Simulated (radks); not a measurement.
Results of a calculation; reference values are marked as such.
All-electron atom: neutral cadmium in [Kr] 4d10 5s2.

Code: a radial shooting solver on a logarithmic mesh with Libxc functionals. Model: scalar-relativistic Kohn-Sham, LDA (Slater exchange, Perdew-Wang correlation), spin-polarised, spherical densities, finite nucleus; Fermi nuclear charge, rms radius 4.6087 fm; hard spherical wall at 2.5 bohr.

Energy parts (hartree):
part                        energy
total                  -5585.48147
kinetic                 5830.58344
electron-nucleus      -13576.46483
Hartree                 2311.25498
exchange-correlation    -150.85506

Orbitals (lengths in bohr, moments of r in powers of bohr; r(max) is where P^2 peaks; r(90%) holds 90 % of the orbital's charge):
orbital,occ.,eigenvalue (hartree),r(max),r(90%)
1s,2,-972.4018,0.01970,0.0546
2s,2,-143.4309,0.1114,0.204
2p,6,-128.6683,0.08900,0.187
3s,2,-25.84509,0.3244,0.529
3p,6,-21.00217,0.3175,0.539
3d,10,-13.39105,0.2657,0.531
4s,2,-2.98445,0.8002,1.30
4p,6,-1.58449,0.8541,1.44
4d,10,0.44677,1.000,1.73
5s,2,1.45162,1.712,2.07
5p,0,2.11559,1.776,2.09
4f,0,2.42608,1.488,1.97
6s,0,6.35042,2.070,2.20

The highest occupied level is 5s at 39.501 eV. Summed over all electrons, <r^2> = 31.34 bohr^2, which gives a Langevin (diamagnetic) susceptibility term of -24.8 x 10^-6 cm^3/mol. The pressure on the wall is 3000 GPa. The electron density at the nucleus is 1.632e+05 e/bohr^3 (large components only). The density falls to 0.001 e/bohr^3 at r = 2.43 bohr.
